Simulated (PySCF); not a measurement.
**Radial density of Pt³²⁺ (platinum, charge +32)**

B2PLYP, [Kr] 4d10, closed-shell 1S. All numbers are calculated (PySCF 2.14, the non-relativistic Hamiltonian (point nucleus), in an even-tempered Gaussian basis (18 s from 2.8 bohr⁻², ratio 2.5; 12 p from 3.6 bohr⁻², ratio 2.5; 9 d from 3.6 bohr⁻², ratio 2.5; 4 f from 20 bohr⁻², ratio 2.7; 3 g from 30 bohr⁻², ratio 2.7)).

```json
{"r (bohr)": "0.000317", "4πr²ρ (e/bohr)": "0.4102"}
{"r (bohr)": "0.000534", "4πr²ρ (e/bohr)": "1.122"}
{"r (bohr)": "0.000898", "4πr²ρ (e/bohr)": "2.999"}
{"r (bohr)": "0.00151", "4πr²ρ (e/bohr)": "7.713"}
{"r (bohr)": "0.00254", "4πr²ρ (e/bohr)": "18.58"}
{"r (bohr)": "0.00427", "4πr²ρ (e/bohr)": "40.16"}
{"r (bohr)": "0.00719", "4πr²ρ (e/bohr)": "72.48"}
{"r (bohr)": "0.0121", "4πr²ρ (e/bohr)": "98.36"}
{"r (bohr)": "0.0203", "4πr²ρ (e/bohr)": "95.09"}
{"r (bohr)": "0.0342", "4πr²ρ (e/bohr)": "102.5"}
{"r (bohr)": "0.0575", "4πr²ρ (e/bohr)": "141.1"}
{"r (bohr)": "0.0968", "4πr²ρ (e/bohr)": "117.4"}
{"r (bohr)": "0.163", "4πr²ρ (e/bohr)": "125.4"}
{"r (bohr)": "0.274", "4πr²ρ (e/bohr)": "54.22"}
{"r (bohr)": "0.461", "4πr²ρ (e/bohr)": "52.98"}
{"r (bohr)": "0.775", "4πr²ρ (e/bohr)": "2.778"}
{"r (bohr)": "1.30", "4πr²ρ (e/bohr)": "0.004726"}
```

A non-relativistic calculation at this Z misses sizeable relativistic shifts. Spin-orbit coupling, which splits the p, d and f shells strongly at this Z, is absent.
